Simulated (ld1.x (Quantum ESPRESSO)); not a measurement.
# As, PAW: configuration errors across variants

```json
{
  "Element": "As",
  "Generator": "ld1.x (Quantum ESPRESSO) 7.5",
  "Type": "PAW",
  "Functional": "PBE",
  "Relativity": "fully relativistic",
  "Frozen core": "[Ar] 3d10",
  "Valence charge": "5",
  "Reference configuration": "4s1.75 4p3.25",
  "Partial waves": "4s (bound): rcut 1.50, rcutus 1.85 bohr; 4s channel at 0.95 Ry: rcut 1.50, rcutus 1.85 bohr; 4p (bound): rcut 1.20, rcutus 1.65 bohr; 4p channel at 3.75 Ry: rcut 1.20, rcutus 1.65 bohr",
  "Local potential": "all-electron potential smoothed inside 1.30 bohr (lloc = -1)",
  "Core correction": "Bessel-smoothed model core inside 1.00 bohr",
  "Augmentation charge": "PSQ, radius 1.25 bohr"
}
```

Open shells are filled in proportion to 2j + 1 (rel_dist='average').

All-electron excitation energies from the reference (eV): (1) 4s2 4p3 -2.331; (2) 4s2 4p2 6.821; (3) 4s2 4p1 24.743; (4) 4s2 4p2.5 1.226; (5) 4s0 4p5 16.715; (6) 4s1 4p3 16.923; (7) 4s1 4p0 103.097.

5 further variants failed, have other tests or another functional or relativity, and are left out.

Errors AE − PS in meV (a dash: test not solved or not reliable):

| change | (1) | (2) | (3) | (4) | (5) | (6) | (7) | bound ghosts |
| --- | --- | --- | --- | --- | --- | --- | --- | --- |
| base | -0.4 | -1.9 | -25 | -0.2 | -23 | -15 | -465 | not determined |
| waves 4p (bound): rcut 1.20, rcutus 1.84 bohr; 4p channel at 3.75 Ry: rcut 1.20, rcutus 1.84 bohr | -0.4 | -1.9 | -26 | -0.2 | -22 | -15 | -466 | not determined |
| wave 4p channel at 3.75 Ry: rcut 1.20, rcutus 1.65 bohr becomes 4p channel at 2.54 Ry: rcut 1.20, rcutus 1.65 bohr | -0.4 | -1.9 | -26 | -0.2 | -23 | -15 | -465 | not determined |
| local potential all-electron potential smoothed inside 0.68 bohr (lloc = -1) | -0.4 | -1.9 | -26 | -0.2 | -23 | -15 | -476 | not determined |
| local potential all-electron potential smoothed inside 1.25 bohr (lloc = -1) | -0.4 | -1.9 | -25 | -0.2 | -23 | -15 | -463 | not determined |
| waves 4s (bound): rcut 1.50, rcutus 2.32 bohr; 4s channel at 0.95 Ry: rcut 1.50, rcutus 2.32 bohr | -0.4 | -1.8 | -25 | -0.1 | -22 | -15 | – | not determined |
| all radii but the core radius scaled by about 1.05 (s 1.94, p 1.74 bohr, rcut 1.58/1.26); local potential all-electron potential smoothed inside 1.36 bohr (lloc = -1); augmentation PSQ, radius 1.32 bohr | -0.4 | -1.9 | -25 | -0.2 | -23 | -15 | -465 | not determined |

**Question.** Give the same row for: core correction Bessel-smoothed model core inside 1.54 bohr.

**Answer.** -0.4, -1.9, -26, -0.2, -23, -15, -468; bound ghosts: not determined.
